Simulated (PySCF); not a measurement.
Compound: C₇H₁₂ (charge -1 and doublet state).
Structure used (GFN2-xTB), in Å, numbered top down from 1:
```xyz
19
C7H12 angstrom
C      0.6340    2.1262   -0.0038
C      0.0930    0.8220    0.2785
C      1.0071   -0.2098    0.8662
C      2.1015   -0.7051   -0.1092
C     -1.1522    0.4099   -0.3356
C     -2.1520   -0.5814    0.2805
C     -1.4443   -0.9463   -1.0031
H     -0.0882    2.9032   -0.2664
H      1.3969    2.4881    0.6911
H      1.5309    0.2029    1.7431
H      0.4390   -1.0829    1.2104
H      2.6860    0.1481   -0.4444
H      2.7713   -1.4324    0.3627
H      1.6465   -1.1668   -0.9833
H     -1.6532    1.2363   -0.8373
H     -1.8734   -1.1221    1.1754
H     -3.2149   -0.3699    0.2276
H     -0.6998   -1.7286   -0.9488
H     -2.0379   -0.9824   -1.9108
```

The hyperfine couplings belong to this conformer and change with its torsions.

Identity: `[CH2-][C](CC)C1CC1` [radical] (charge -1).

Method used: PySCF 2.14.0, UKS B3LYP, pcH-1 on C H, non-relativistic, mean-field spin-orbit, GIAO. Whether the extra electron is bound in the gas phase wasn't checked; a finite basis holds it in any case. A GFN2-xTB geometry isn't a minimum of the functional, and hyperfine couplings can be far from their values at a DFT geometry, by a factor of two or more for some ions and for spin on atoms past the first row. The SCF solution wasn't tested for stability.

Principal values of hyperfine tensors in MHz (contact and dipolar terms together), for some of the nuclei:

```
atom  isotope      A1      A2      A3
  C1      13C   65.11   66.52  171.51
  C7      13C   54.65   54.75   67.97
  C4      13C   50.28   50.94   58.91
  C6      13C   40.89   41.20   55.82
  C2      13C   -5.73   -4.10  114.45
  C5      13C  -26.00  -24.58  -20.64
  C3      13C  -20.63  -19.97  -17.07
 H11       1H    5.08    6.47   14.91
```

Task: Give the isotropic coupling of each nucleus in MHz and in mT (g = 2.0026), and the anisotropic part.

Result: a_iso = (A1 + A2 + A3)/3, Ti = Ai − a_iso; 1 mT corresponds to 28.029 MHz.

| atom | a_iso (MHz) | a_iso (mT) | T1 | T2 | T3 |
| --- | --- | --- | --- | --- | --- |
| C1 | 101.04 | 3.605 | -35.94 | -34.53 | 70.47 |
| C7 | 59.13 | 2.109 | -4.47 | -4.37 | 8.85 |
| C4 | 53.37 | 1.904 | -3.10 | -2.43 | 5.53 |
| C6 | 45.97 | 1.640 | -5.08 | -4.77 | 9.85 |
| C2 | 34.87 | 1.244 | -40.60 | -38.98 | 79.58 |
| C5 | -23.74 | -0.847 | -2.26 | -0.84 | 3.10 |
| C3 | -19.22 | -0.686 | -1.40 | -0.75 | 2.15 |
| H11 | 8.82 | 0.315 | -3.74 | -2.35 | 6.09 |

Task: What spin density at the nucleus of C7 lies behind its contact coupling (g_N = 1.40482)?

Result: a_FC = (2μ0/3) gₑ μB g_N μN ρ(0)/(2S·h) = 800.24 MHz × g_N × ρ(0)/(2S), with ρ in bohr⁻³. With a_FC = 59.13 MHz and 2S = 1, ρ(0) = 0.05259 bohr⁻³.

Task: H10 (1H, g_N = 5.58569) isn't in the table. Its spin density at the nucleus is 0.005081 bohr⁻³. What is its contact coupling?

Result: By the same relation, a_FC = 22.7 MHz. Its full tensor has the principal values 18.93, 20.22, 28.98 MHz.

Task: Name the largest traceless tensor T of the table and describe it.

Result: C2: -40.6, -39.0, 79.6 MHz, nearly axial, close to the ratio −1:−1:+2, the form that spin in one p orbital centred on that nucleus gives.

Task: In a single crystal, with the field along each principal axis of the tensor of C4 in turn, what first-order splitting does this nucleus give (isotropic g, quadrupole terms neglected)?

Result: 2 lines (I = 1/2), spaced by |A_i|/(g × 13.996): 1.79, 1.82, 2.10 mT along the axes of A1, A2 and A3.

On one thread of an Arm Neoverse V2, shared host, this took 90 s of wall time (with the writing of density and orbital grids) and 1.1 GiB of memory at its peak.
